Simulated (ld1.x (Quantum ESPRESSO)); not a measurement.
Building the RRKJ potential for argon (PBE, scalar-relativistic).

* Element: Ar
* Generator: ld1.x (Quantum ESPRESSO) 7.5
* Type: norm-conserving RRKJ (Kleinman–Bylander form)
* Functional: PBE
* Relativity: scalar-relativistic
* Frozen core: [Ne]
* Valence charge: 8
* Reference configuration: 3s2 3p6
* Partial waves: 3s (bound): rc 1.25 bohr; 3d channel at -0.15 Ry: rc 0.95 bohr; 3p (bound): rc 1.25 bohr
* Local potential: the p channel
* Core correction: Bessel-smoothed model core inside 0.66 bohr
* rho0: 0.001

* Cutoffs needed: 45 Ry and 100 Ry (the cutoffs (Ry, on a coarse ladder) from which the occupation-weighted sum of valence levels, in a spherical-Bessel basis at the reference potential, stays within 10 and 1 mRy of its value at 400 Ry)
* Ghost test: no extra level below or beside the all-electron valence levels (s, d, p, f tested) (spherical-Bessel basis up to 400 Ry, 20 bohr box)
* Largest excitation error: +170 meV (all-electron minus pseudo) for 3s2 3p2, out of 6 test configurations
